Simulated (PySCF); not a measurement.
Si(H)2(F)(NMe2) (C₂H₈FNSi), SMILES CN(C)[SiH2]F.

Geometry optimised at B3LYP-D3(BJ)/def2-SVP. The structure was generated by enumeration, and PubChem lists no compound with its InChIKey, so it may never have been made. The values are those of a single conformer.

Two levels are set side by side: TDA-PBE/def2-SVPD (PySCF) and TDA-B3LYP/def2-SVPD (PySCF). Vertical, same geometry. The lowest singlet is HOMO→LUMO 91 % with PBE and HOMO→LUMO 96 % with the other functional; states are paired by order. Differences are taken from unrounded values.

| quantity | TDA-B3LYP | TDA-PBE | TDA-PBE minus TDA-B3LYP |
|---|---|---|---|
| lowest singlet excitation (eV) | 5.91 | 5.38 | -0.53 |
| lowest triplet excitation (TDA) (eV) | 5.70 | 5.17 | -0.54 |
| first bright state (f over 0.05) (eV) | 6.59 | 6.07 | -0.52 |
| its oscillator strength | 0.11 | 0.12 | 0.02 |

A lower first singlet is the usual sign of a functional without exact exchange. Differences between two approximate levels are no errors against the true value.

Rough cost on one machine, each run with all the roots and properties that it gave: TDA-B3LYP against TDA-PBE about 3 times.
